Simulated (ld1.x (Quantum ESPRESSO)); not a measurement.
**Scattering properties, RRKJ potential for barium (Ba)**

ld1.x (Quantum ESPRESSO) 7.5 input, shortened:

```
&input
   title='Ba', zed=56., rel=1, dft='PBE', iswitch=3,
   config='[Xe] 5d0 6s1.5 6p0'
 /
 &inputp
   pseudotype=2, tm=.false., rho0=0.02, lloc=0,
   nlcc=.false.
 /
3
5P  2  1   6.00   0.00  2.75  2.75  0.0
5D  3  2   0.00   0.00  2.60  2.60  0.0
5S  1  0   2.00   0.00  1.55  1.55  0.0
 &test
   configts(1)='5s2 5p6 5d0 6s1.5 6p0'
 /
```

Occupied shells without a wave of their own: 6s. They enter only through the test configuration that unscreens the potential.

The phase is arctan(r·u′/u) with u = r·R(r), unwrapped; energies in Ry, scanned from -5 to 5 Ry. A pole is an energy at which the radial function vanishes at the test radius. The pseudo phase is shifted by a multiple of π to meet the all-electron one at the reference energy, and phase errors are pseudo minus all-electron; the curves can meet again beyond the range given. Levels narrower than the energy grid can be missing from the lists of poles.

Task: For each channel, where are the poles, and over which energies does the pseudopotential scatter like the atom?

Result:

| channel | radius (bohr) | reference energy (Ry) | poles, all-electron | poles, pseudo | unbroken range about the reference energy with phases within 0.05 rad | phase error 1 Ry above the reference energy (rad) |
| --- | --- | --- | --- | --- | --- | --- |
| s | 2.98 | -2.67 | -2.52, 3.27 | -2.52, 3.04 | below 0.1 | -0.001 |
| p | 2.98 | -1.57 | -1.23, 4.52 | -1.23, 4.21 | below 0.8 | -0.003 |
| d | 2.98 | -0.33 | 0.77 | 0.76 | below 2.8 | -0.001 |

Phases in the s channel:

```
E (Ry)  all-electron  pseudo
 -5.00         1.391   1.391
 -4.74         1.383   1.383
 -4.48         1.373   1.373
 -4.22         1.361   1.361
 -3.96         1.345   1.345
 -3.70         1.323   1.323
 -3.44         1.288   1.288
 -3.18         1.215   1.214
 -2.92         0.893   0.892
 -2.66        -1.359  -1.359
 -2.40        -1.641  -1.641
 -2.14        -1.717  -1.717
 -1.88        -1.761  -1.762
 -1.62        -1.798  -1.799
 -1.36        -1.835  -1.837
 -1.10        -1.878  -1.880
 -0.84        -1.932  -1.936
 -0.58        -2.007  -2.014
 -0.32        -2.120  -2.134
 -0.06        -2.313  -2.342
  0.20        -2.674  -2.740
  0.46        -3.282  -3.387
  0.72        -3.859  -3.937
  0.98        -4.185  -4.234
  1.24        -4.360  -4.393
  1.50        -4.465  -4.490
  1.76        -4.534  -4.555
  2.02        -4.583  -4.601
  2.28        -4.621  -4.638
  2.54        -4.651  -4.667
  2.80        -4.675  -4.692
  3.06        -4.697  -4.714
  3.32        -4.716  -4.735
  3.58        -4.734  -4.754
  3.84        -4.751  -4.774
  4.10        -4.768  -4.795
  4.36        -4.785  -4.817
  4.62        -4.803  -4.843
  4.88        -4.824  -4.875
```
